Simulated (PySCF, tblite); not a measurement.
Isomers of C6H8Cl (doublet state), one GFN2-xTB conformer each. Single-point energies are computed at B3LYP/pcH-1 (PySCF, gas phase, no added dispersion term), electronic only. GFN2-xTB treats the open shell by occupation alone, and not every SCF solution was tested for stability.

| SMILES | GFN2-xTB relative energy (kcal/mol) |
| --- | --- |
| C#CC[CH]CCCl | 9.0 |
| C[C@H]1[C@@H]2C[C@H]1[C]2Cl | 0.0 |

Conformers: `[CH:1]#[C:2][CH2:3][CH:4][CH2:5][CH2:6][Cl:7]` (doublet state) with C2–C3–C4–C5 97°, C3–C4–C5–C6 -85°, C4–C5–C6–Cl7 180°.

Problem. What does B3LYP/pcH-1 give for the same structures?

Solution. 
```
                     SMILES  B3LYP/pcH-1 E (Eh)  B3LYP/pcH-1 (kcal/mol)  GFN2-xTB (kcal/mol)  point group
               C#CC[CH]CCCl          -693.55151                     0.0                  9.0           C1
C[C@H]1[C@@H]2C[C@H]1[C]2Cl          -693.52424                    17.1                  0.0           Cs
```

GFN2-xTB puts C[C@H]1[C@@H]2C[C@H]1[C]2Cl lowest instead. As drawn, the higher has a four-membered ring, which the lower lacks.

Problem. What happens when harmonic zero-point energies from GFN2-xTB frequencies are added?

Solution. 
| SMILES | ZPE (kcal/mol) | electronic (kcal/mol) | with ZPE (kcal/mol) |
| --- | --- | --- | --- |
| C#CC[CH]CCCl | 72.6 | 0.0 | 0.0 |
| C[C@H]1[C@@H]2C[C@H]1[C]2Cl | 76.0 | 17.1 | 20.4 |

The zero-point energies span 3.4 kcal/mol. The order is unchanged.
